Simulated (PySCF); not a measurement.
dimethoxyethane (C4H10O2), SMILES COCCOC. Coordinates come from a r2SCAN-D4/def2-SVP optimisation. The values are those of a single conformer.

Computed equilibrium geometry at r2SCAN-D4/def2-SVP (PySCF confirms it by a frequency run) as bond lengths and angles, and its point group (one conformer of several):
point group C2.
Atoms: C1 O2 C3 C4 O5 C6 H7 H8 H9 H10 H11 H12 H13 H14 H15 H16. Bond lengths (Å): C1–O2 1.400, C1–H7 1.111, C1–H8 1.099, C1–H9 1.110, O2–C3 1.403, C3–C4 1.507, C3–H10 1.113, C3–H11 1.111, C4–O5 1.403, C4–H12 1.113, C4–H13 1.111, O5–C6 1.400, C6–H14 1.111, C6–H15 1.110, C6–H16 1.099. Angles (°): O2–C1–H7 112.0, O2–C1–H8 107.8, O2–C1–H9 112.0, H7–C1–H8 108.6, H7–C1–H9 107.7, H8–C1–H9 108.6, C1–O2–C3 112.6, O2–C3–C4 109.3, O2–C3–H10 111.0, O2–C3–H11 111.0, C4–C3–H10 109.2, C4–C3–H11 108.9, H10–C3–H11 107.4, C3–C4–O5 109.3, C3–C4–H12 109.2, C3–C4–H13 108.9, O5–C4–H12 111.0, O5–C4–H13 111.0, H12–C4–H13 107.4, C4–O5–C6 112.6, O5–C6–H14 112.0, O5–C6–H15 112.0, O5–C6–H16 107.8, H14–C6–H15 107.7, H14–C6–H16 108.6, H15–C6–H16 108.6.
Charge 0, spin multiplicity 1.
